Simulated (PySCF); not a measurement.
**Excitation energy of Sr by level of theory**

Sr [Kr] 5s2 (1S) → Sr [Kr] 5p2 (3P), as a difference of total energies. Calculation: PySCF 2.14, in def2-TZVPPD with the def2 core potential (28 electrons) (6s4p3d1f, 40 functions); scalar relativity through the core potential. Correlated levels: valence: 4s2 4p6 frozen; valence and next inner shell: nothing frozen outside the core potential. The calculations carry no spin-orbit coupling.

**Question.** Order these methods by the excitation energy they give, lowest first.
A. LDA
B. MP2 (valence and next inner shell)
C. M06-L
D. wB97M-V

**Answer.** C (4.379 eV), A (4.525 eV), B (4.670 eV), D (4.850 eV).

Errors of the correlated levels include the incompleteness of this basis and the frozen core.

For comparison: 4.405 eV (measured; NIST levels, between the centres of gravity of the two terms).
